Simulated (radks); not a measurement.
Charge is removed step by step from the 3s1/2 level of neutral silicon, starting from [Ne] 3s2 3p2. All-electron calculation, Dirac Kohn-Sham, BLYP, spin-unpolarised, spherical densities, point nucleus; open shells fill j = l - 1/2 first. Program: a radial shooting solver on a logarithmic mesh with Libxc functionals. At the starting occupation the eigenvalue is -10.667 eV. Estimate the energy to remove one whole electron from this level, the eigenvalue at the end, and how far E(n) bends from a straight line.

Answer. Delta-SCF 15.028 eV; final eigenvalue -19.638 eV; the deviation from the straight line is -1.124 eV at 0.5 electron removed, the largest on the grid computed. Slater's transition state (half an electron removed) gives 14.967 eV. Integrating minus the eigenvalue over the occupation (Janak's theorem) gives 15.028 eV. The mean slope of the eigenvalue, de/dn, is 8.97 eV per electron.
